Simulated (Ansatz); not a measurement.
2 `NBCl` → `Cl[B@H-]1[NH2+][B@@H-](Cl)[NH2+]1` at 400 K and 1 bar (dimerisation).

Isolated molecules relaxed with PBE0-D4/def2-TZVP in Ansatz; ΔE leaves out vibrations. CCSD(T)/CBS is the MP2 limit (def2-TZVPP, def2-QZVPP) plus CCSD(T) − MP2 in def2-TZVPP, frozen cores. One conformer a species, not always the lowest.

| species | CCSD(T)/CBS energy (Eh) | H − E (kJ/mol) | S (J/(mol·K)) |
| --- | --- | --- | --- |
| `NBCl` | -541.16722 | 127.6 | 286.9 |
| `Cl[B@H-]1[NH2+][B@@H-](Cl)[NH2+]1` | -1082.36595 | 267.5 | 375.8 |

H − E and S are ideal-gas, rigid-rotor, harmonic terms from PBE0-D4/def2-TZVP, for one conformer and one mirror image of each species. 1 Eh = 2625.50 kJ/mol, R = 8.31446 J/(mol·K).

Problem. By hand: ΔE, ΔH, ΔS and ΔG.

Solution. ΔE = (-1082.36595) − 2 × (-541.16722) = -0.03151 Eh = -82.7 kJ/mol. Δ(H − E) = 267.5 − 2 × 127.6 = 12.3, so ΔH = -70.4 kJ/mol. ΔS = 375.8 − 2 × 286.9 = -198.0 J/(mol·K). ΔG = -70.4 − 400 × (-198.0)/1000 = 8.8 kJ/mol.

Problem. By hand: the equilibrium constant, and the temperature at which ΔG would vanish if ΔH and ΔS stayed fixed.

Solution. log₁₀ K = −ΔG/(RT ln 10) = -1.1. ΔG = 0 at ΔH/ΔS = 356 K.

The number of gas molecules changes by -1, which sets the sign of ΔS. A doubt of 5 kJ/mol in ΔE shifts log₁₀ K by 0.7 here. Other conformers and mirror images would add mixing entropy, several J/(mol·K) or more a flexible species. Modes under 60 cm⁻¹, often nearly free rotors, make the harmonic entropy too high. These are equilibria of isolated gas molecules and say nothing of rates. Largest T1 diagnostic: 0.011 (customary marks: 0.02 for closed shells, 0.045 for open ones).
